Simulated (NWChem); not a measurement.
System: GeSe, singlet; SMILES [Ge]=[Se]

Output (shortened):

```
             Northwest Computational Chemistry Package (NWChem) 7.3.0
             --------------------------------------------------------

                             Geometry "geometry" -> ""
                             -------------------------

 Output coordinates in angstroms (scale by  1.889725989 to convert to a.u.)

  No.       Tag          Charge          X              Y              Z
 ---- ---------------- ---------- -------------- -------------- --------------
    1 Ge                  32.0000     0.00000000     0.00000000    -1.10278600
    2 Se                  34.0000     0.00000000     0.00000000     1.03755100

 Effective nuclear repulsion energy (a.u.)     268.9972873018

  pbe96 is a nonlocal functional; adding pw91lda local functional.
                              NWChem Property Module
                              ----------------------

  itol2e modified to match energy
  convergence criterion.

                                 NWChem DFT Module
                                 -----------------

 Summary of "ao basis" -> "ao basis" (spherical)
 ------------------------------------------------------------------------------
       Tag                 Description            Shells   Functions and Types
 ---------------- ------------------------------  ------  ---------------------
 Ge                         cc-pvtz                 15       43   6s5p3d1f
 Se                         cc-pvtz                 15       43   6s5p3d1f

  itol2e modified to match energy
  convergence criterion.

            General Information
            -------------------
          SCF calculation type: DFT
          Wavefunction type:  closed shell.
          No. of atoms     :     2
          No. of electrons :    66
           Alpha electrons :    33
            Beta electrons :    33
          Charge           :     0
          Spin multiplicity:     1
          Use of symmetry is: off; symmetry adaption is: off
          Maximum number of iterations: 150
          AO basis - number of functions:    86
                     number of shells:    30
          Convergence on energy requested:  1.00D-07
          Convergence on density requested:  1.00D-05
          Convergence on gradient requested:  5.00D-04

              XC Information
              --------------
          PerdewBurkeErnzerhof Exchange Functional  1.000
            Perdew 1991 LDA Correlation Functional  1.000 local
           PerdewBurkeErnz. Correlation Functional  1.000 non-local

             Grid Information
             ----------------
          Grid used for XC integration:  fine
          Radial quadrature: Mura-Knowles
          Angular quadrature: Lebedev.
          Tag              B.-S. Rad. Rad. Pts. Rad. Cut. Ang. Pts.
          ---              ---------- --------- --------- ---------
          Ge                  1.25      140          10.0       974
          Se                  1.15      140          10.0       974
          Grid pruning is: on
          Number of quadrature shells:   280
          Spatial weights used:  Erf1

      Superposition of Atomic Density Guess
      -------------------------------------

 Sum of atomic energies:       -4475.19758934

      Non-variational initial energy
      ------------------------------

 Total energy =   -4475.400863
 1-e energy   =   -6775.728566
 2-e energy   =    2031.330416
 HOMO         =      -0.274157
 LUMO         =      -0.044180

   convergence    iter        energy       DeltaE   RMS-Dens  Diis-err
 ---------------- ----- ----------------- --------- --------- ---------
 d= 0,ls=0.0,diis     1  -4477.9242961305 -4.75D+03  2.02D-02  8.94D-01
 d= 0,ls=0.0,diis     2  -4476.7660770495  1.16D+00  1.95D-02  5.54D+00
 d= 0,ls=0.0,diis     3  -4477.9144032171 -1.15D+00  4.91D-03  5.32D-01
 d= 0,ls=0.0,diis     4  -4478.0081502984 -9.37D-02  1.32D-03  8.60D-03
 d= 0,ls=0.0,diis     5  -4478.0071329605  1.02D-03  5.84D-04  8.61D-03
  Resetting Diis
 d= 0,ls=0.0,diis     6  -4478.0089230566 -1.79D-03  1.19D-04  3.38D-04
 d= 0,ls=0.0,diis     7  -4478.0089905939 -6.75D-05  1.79D-04  3.54D-05
 d= 0,ls=0.0,diis     8  -4478.0089082591  8.23D-05  1.53D-04  4.64D-04
 d= 0,ls=0.0,diis     9  -4478.0089956137 -8.74D-05  1.66D-05  6.83D-06
 d= 0,ls=0.0,diis    10  -4478.0089967798 -1.17D-06  6.45D-07  1.06D-08
 d= 0,ls=0.0,diis    11  -4478.0089967806 -8.69D-10  1.32D-07  2.63D-10

         Total DFT energy =    -4478.008996780634
      One electron energy =    -6774.420837055243
           Coulomb energy =     2192.858720736819
    Exchange-Corr. energy =     -165.444167764010
 Nuclear repulsion energy =      268.997287301800

 Numeric. integr. density =       66.000000001296

                       DFT Final Molecular Orbital Analysis
                       ------------------------------------

 Vector   31  Occ=2.000000D+00  E=-2.442726D-01
              MO Center=  5.6D-09, -8.0D-09, -2.4D-01, r^2= 3.7D+00
   Bfn.  Coefficient  Atom+Function         Bfn.  Coefficient  Atom+Function
  ----- ------------  ---------------      ----- ------------  ---------------
    58     -0.380823  2 Se pz                15      0.352072  1 Ge pz
     6     -0.290321  1 Ge s                 64     -0.225957  2 Se pz
    61     -0.215336  2 Se pz                 4     -0.185941  1 Ge s
     5     -0.126331  1 Ge s                 18      0.124543  1 Ge pz
    21      0.121960  1 Ge pz                49     -0.093973  2 Se s

 Vector   32  Occ=2.000000D+00  E=-2.434530D-01
              MO Center=  1.2D-09,  1.0D-09,  5.0D-01, r^2= 2.5D+00
   Bfn.  Coefficient  Atom+Function         Bfn.  Coefficient  Atom+Function
  ----- ------------  ---------------      ----- ------------  ---------------
    56      0.325763  2 Se px                57      0.316562  2 Se py
    62      0.189969  2 Se px                63      0.184604  2 Se py
    13      0.179922  1 Ge px                14      0.174841  1 Ge py
    59      0.167617  2 Se px                60      0.162883  2 Se py
    19      0.092176  1 Ge px                20      0.089572  1 Ge py

 Vector   33  Occ=2.000000D+00  E=-2.434530D-01
              MO Center= -6.0D-09,  6.3D-09,  5.0D-01, r^2= 2.5D+00
   Bfn.  Coefficient  Atom+Function         Bfn.  Coefficient  Atom+Function
  ----- ------------  ---------------      ----- ------------  ---------------
    57     -0.325763  2 Se py                56      0.316562  2 Se px
    63     -0.189969  2 Se py                62      0.184604  2 Se px
    14     -0.179922  1 Ge py                13      0.174841  1 Ge px
    60     -0.167617  2 Se py                59      0.162883  2 Se px
    20     -0.092176  1 Ge py                19      0.089572  1 Ge px

 Vector   34  Occ=0.000000D+00  E=-1.167445D-01
              MO Center=  2.0D-10, -1.4D-10, -6.2D-01, r^2= 3.7D+00
   Bfn.  Coefficient  Atom+Function         Bfn.  Coefficient  Atom+Function
  ----- ------------  ---------------      ----- ------------  ---------------
    13      0.390025  1 Ge px                19      0.385549  1 Ge px
    14     -0.294905  1 Ge py                20     -0.291520  1 Ge py
    62     -0.262998  2 Se px                56     -0.226187  2 Se px
    63      0.198857  2 Se py                57      0.171024  2 Se py
    59     -0.128323  2 Se px                16      0.125226  1 Ge px

 Vector   35  Occ=0.000000D+00  E=-1.167445D-01
              MO Center= -2.3D-11, -3.3D-11, -6.2D-01, r^2= 3.7D+00
   Bfn.  Coefficient  Atom+Function         Bfn.  Coefficient  Atom+Function
  ----- ------------  ---------------      ----- ------------  ---------------
    14      0.390025  1 Ge py                20      0.385549  1 Ge py
    13      0.294905  1 Ge px                19      0.291520  1 Ge px
    63     -0.262998  2 Se py                57     -0.226187  2 Se py
    62     -0.198857  2 Se px                56     -0.171024  2 Se px
    60     -0.128323  2 Se py                17      0.125226  1 Ge py

 Vector   36  Occ=0.000000D+00  E= 3.851340D-03
              MO Center= -4.1D-10,  3.2D-10, -6.0D-01, r^2= 6.9D+00
   Bfn.  Coefficient  Atom+Function         Bfn.  Coefficient  Atom+Function
  ----- ------------  ---------------      ----- ------------  ---------------
    21      1.403034  1 Ge pz                49     -1.346536  2 Se s
     6      1.126930  1 Ge s                 64      1.018952  2 Se pz
    15      0.361950  1 Ge pz                58      0.254294  2 Se pz
     4      0.210850  1 Ge s                 48     -0.124935  2 Se s
    61      0.120876  2 Se pz                47     -0.116931  2 Se s

     Multipole analysis of the density
     ---------------------------------

     L   x y z        total         alpha         beta         nuclear
     -   - - -        -----         -----         ----         -------
     0   0 0 0     -0.000000    -33.000000    -33.000000     66.000000

     1   1 0 0     -0.000000     -0.000000     -0.000000      0.000000
     1   0 1 0      0.000000      0.000000      0.000000      0.000000
     1   0 0 1     -0.637578     -0.307056     -0.307056     -0.023467

     2   2 0 0    -26.024410    -13.012205    -13.012205      0.000000
     2   1 1 0     -0.000000     -0.000000     -0.000000      0.000000
     2   1 0 1     -0.000000     -0.000000     -0.000000      0.000000
     2   0 2 0    -26.024410    -13.012205    -13.012205      0.000000
     2   0 1 1      0.000000      0.000000      0.000000      0.000000
     2   0 0 2    -26.046231   -147.862564   -147.862564    269.678897

          -----------------------
          Electric field gradient
          -----------------------

 1 a.u. = 0.324123 10**(16) esu/cm**3  ( or statvolts/cm**2 ) = 0.97174 10**(22) v/m**2

 ------------------------------------------------------------
   Atom      X         Y         Z
 ------------------------------------------------------------
    1 Ge   0.00000   0.00000  -2.08396
 ------------------------------------------------------------

 Electric field gradient in molecular frame (a.u.)
         XX             YY             ZZ             XY             XZ             YZ
 ------------------------------------------------------------------------------------------
       -1.678938      -1.678938       3.357876      -0.000000      -0.000000       0.000000

 Principal components (a.u.) and orientation
 of principal axis w.r.t. absolute frame                      Asymmetry parameter eta
 --------------------------------------------------------------------------------------
        3.357876      -1.678938      -1.678938                       0.000000

       -0.000000       0.669733       0.742602
        0.000000       0.742602      -0.669733
        1.000000       0.000000       0.000000

 ------------------------------------------------------------
   Atom      X         Y         Z
 ------------------------------------------------------------
    2 Se   0.00000   0.00000   1.96069
 ------------------------------------------------------------

 Electric field gradient in molecular frame (a.u.)
         XX             YY             ZZ             XY             XZ             YZ
 ------------------------------------------------------------------------------------------
       -0.330967      -0.330967       0.661933       0.000000       0.000000      -0.000000

 Principal components (a.u.) and orientation
 of principal axis w.r.t. absolute frame                      Asymmetry parameter eta
 --------------------------------------------------------------------------------------
        0.661933      -0.330967      -0.330967                       0.000000

        0.000000       0.728639       0.684898
       -0.000000      -0.684898       0.728639
        1.000000      -0.000000      -0.000000
```

Level: PBE/cc-pVTZ. Low-valent species are run as closed-shell singlets; no triplet was tried in these runs. Coordinates come from a PBE0-D3(BJ)/def2-TZVP optimisation. NWChem prints the field gradient with the sign opposite to the second derivative of the potential.

**Question.** Write an input that gives this output.

**Answer.** One answer among several that fit: the input that was run:
```
start job
memory heap 200 mb stack 900 mb global 1100 mb
geometry units angstroms noautosym nocenter noautoz
  Ge     0.000000     0.000000    -1.102786
  Se     0.000000     0.000000     1.037551
end
basis spherical
  Ge library cc-pvtz
  Se library cc-pvtz
end
dft
  xc xpbe96 cpbe96
  iterations 150
end
property
  efieldgrad
end
task dft property
```
